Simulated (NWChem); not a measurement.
RbF; SMILES [F][Rb]

```xyz
2

Rb     0.0000     0.0000    -0.5000
F      0.0000     0.0000     1.8393
```
Atoms are numbered in this order, from 1.

Coordinates come from a PBE0-D3(BJ)/def2-TZVP optimisation. def2 effective core potentials on Rb; no spin-orbit coupling.

Q: List the 6 lowest vertical singlet excitations and the 6 lowest triplet ones from LDA (Slater exchange, VWN5)/def2-SVPD with def2 effective core potentials on Rb, TDA (NWChem).

A: 
```
state  energy (eV)  oscillator strength  leading excitation (squared amplitude)
-----  -----------  -------------------  --------------------------------------
S1            3.29                0.003                    HOMO−1 → LUMO (1.00)
S2            3.29                0.003                    HOMO−2 → LUMO (1.00)
S3            3.38                0.062                      HOMO → LUMO (0.98)
S4            4.65                0.004                    HOMO → LUMO+1 (0.99)
S5            4.65                0.004                    HOMO → LUMO+2 (0.99)
S6            4.73                0.000                  HOMO−2 → LUMO+1 (0.35)
T1            3.19       spin-forbidden                      HOMO → LUMO (1.00)
T2            3.26       spin-forbidden                    HOMO−1 → LUMO (1.00)
T3            3.26       spin-forbidden                    HOMO−2 → LUMO (1.00)
T4            4.70       spin-forbidden                    HOMO → LUMO+1 (1.00)
T5            4.70       spin-forbidden                    HOMO → LUMO+2 (1.00)
T6            4.72       spin-forbidden                  HOMO−2 → LUMO+1 (0.26)
```
